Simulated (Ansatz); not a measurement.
(HBe-mu-Cl)2 (Be2H2Cl2). The state is a singlet with charge 0. Geometry PBE0-D4/def2-TZVP, basis def2-TZVP, Ansatz.

```csv
run,HOMO (eV),LUMO (eV)
A,-7.14,-1.57
B,-7.47,-1.13
C,-7.51,-1.33
D,-8.48,-0.72
E,-10.98,1.29
F,-8.08,-1.09
```

HSE06 is defined as in plane-wave codes, on full-range PBE exchange.

The runs used B97M-V, HSE06, PBE, PBE0, r2SCAN, ωB97X-V. Estimate which is which.

A PBE (0 % exact exchange); B r2SCAN (0 % exact exchange); C B97M-V (0 % exact exchange); D PBE0 (25 % exact exchange); E ωB97X-V (range-separated); F HSE06 (range-separated). Exact exchange lowers occupied and raises empty levels; among semilocal functionals meta-GGAs tend to open the gap a little, and such runs are hard to tell apart. The gap grows from 5.58 eV (PBE) to 12.27 eV (ωB97X-V).
